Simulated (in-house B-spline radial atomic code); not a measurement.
Ge⁺: [Ar] (3d3/2)4 (3d5/2)5 4s2 4p2 (with a hole in an inner shell)

Level of theory: Dirac-Kohn-Sham LDA VWN5, spherical fractional occupations, Fermi nucleus of rms radius 4.0742 fm; calculated with a radial B-spline atomic code at the basis-set limit.

Z_r = [3n² - l(l+1)]/(2<r>); Z_e = n√(-2ε); the last column is Slater's effective charge. Values are occupation-weighted means over j.

| shell | electrons | ε (eV) | <r> (bohr) | Z_r | Z_e | Slater |
| --- | --- | --- | --- | --- | --- | --- |
| 1s | 2 | -10959 | 0.04707 | 31.87 | 28.38 | 31.70 |
| 2s | 2 | -1391.3 | 0.2102 | 28.55 | 20.22 | 27.85 |
| 2p | 6 | -1220.1 | 0.1838 | 27.20 | 18.94 | 27.85 |
| 3s | 2 | -187.93 | 0.6208 | 21.74 | 11.15 | 20.75 |
| 3p | 6 | -135.41 | 0.6404 | 19.52 | 9.46 | 20.75 |
| 3d | 9 | -48.994 | 0.7021 | 14.95 | 5.69 | 11.20 |
| 4s | 2 | -22.966 | 1.915 | 12.53 | 5.20 | 6.50 |
| 4p | 2 | -13.369 | 2.345 | 9.81 | 3.97 | 6.50 |

The least bound orbital is 4p3/2 at -13.26 eV, and it is also the most diffuse (<r> = 2.357 bohr). The part-filled 3d shell lies below the filled 4s shell in orbital energy.

For the 1s electron the small component carries 1.34 % of the norm, the zero-frequency Breit interaction raises the level by 16.15 eV, self-energy by 8.361 eV, and vacuum polarisation lowers it by 0.8062 eV.
